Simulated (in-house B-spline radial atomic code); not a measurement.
Settings and results of a run for the bromine ion Br⁸⁺. Level of theory: scalar-relativistic (X2C) CAM-B3LYP, spin-polarised, spherical fractional occupations, exact exchange averaged over the configuration, Fermi nucleus of rms radius 4.1629 fm; calculated with an all-electron radial atomic-structure program (B-spline basis).

Command:
```bash
python run_scf.py task.json out
```
Settings (nuclear radius in fm, mass in u):
```
Z                35
configuration    [Ar] 3d9
hamiltonian      x2c
method           camb3lyp
spin_polarised   True
nucleus          fermi
rms_radius       4.1629
atomic_mass      78.91834
speed_of_light   137.035999084
exact_exchange   averaged over the configuration
```

Output (hartree, bohr):
```
 radial grid: 64 intervals, B-splines of order 8, outer radius 7.931 bohr

 iter        energy (Eh)    residual
    1       -2556.265856    1.44e+00
    2       -2575.437574    9.83e-01
    3       -2585.193954    2.26e-01
    4       -2585.858199    5.03e-02
    5       -2585.874490    2.86e-02
    6       -2585.885967    9.96e-04
    7       -2585.885975    3.38e-05
    8       -2585.885975    1.52e-06
    9       -2585.885975    1.54e-07

 total energy                     -2585.88597
 kinetic                            2651.9493
 electron-nucleus                  -6095.6815
 Hartree                             946.2057
 exact exchange                      -18.5943
 exchange-correlation                -69.7652

 orbital      occ     eigenvalue          <r>       <r^2>       <1/r>       r_max
 1s up      1.000      -496.4849    0.0423245  0.00242408     36.5001     0.02743
 1s down    1.000      -496.4846    0.0423243  0.00242406     36.5001     0.02743
 2s up      1.000       -70.0053     0.189078   0.0422191     8.04661      0.1591
 2s down    1.000       -69.9581        0.189   0.0421823     8.05024      0.1591
 2p up      3.000       -62.4050     0.165236   0.0334309     7.74551      0.1272
 2p down    3.000       -62.3661     0.165142    0.033389     7.74892      0.1272
 3s up      1.000       -14.4553     0.543313    0.338736     2.65854      0.4811
 3s down    1.000       -14.3782     0.543935    0.339537     2.65423      0.4814
 3p up      3.000       -12.0250     0.551877    0.355177     2.49476      0.4771
 3p down    3.000       -11.9418     0.552803    0.356415     2.48959      0.4774
 3d up      5.000        -8.0029     0.555406    0.374168     2.24435      0.4221
 3d down    4.000        -7.9334      0.55727    0.376982     2.23885      0.4228
```

Cost of the run: 0.75 s on 1 thread of Arm Neoverse V2 (shared host).

One-electron X2C: radii and densities carry no picture-change correction, so inner-shell <1/r> comes out high (for 1s by about 2 % at Z = 33, 5 % at 54, 10 % at 75, 30 % at 118) and <r> low.
